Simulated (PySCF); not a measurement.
Si(F)(NH2) (FH2NSi), SMILES N[Si]F (connectivity only; charge and spin as stated), neutral, multiplicity 1.

Coordinates come from a PBE0-D3(BJ)/def2-TZVP optimisation. The values are those of a single conformer.

Calculation: M06-2X/def2-TZVPD (PySCF).

Computed frontier levels, gap, dipole moment and polarisability:
```json
{
  "highest_occupied_level": "-8.32 eV",
  "lowest_empty_level": "-0.38 eV",
  "orbital_gap": "7.94 eV",
  "dipole_moment": "2.32 D",
  "quadrupole, principal values (traceless, Buckingham form, about the centre of nuclear charge)": "-2.48, -0.67, 3.15 D·Å",
  "mean_static_polarisability": "39.2 bohr³ (5.81 Å³)",
  "polarisability_principal_values": "36.1, 36.7, 44.8 bohr³"
}
```
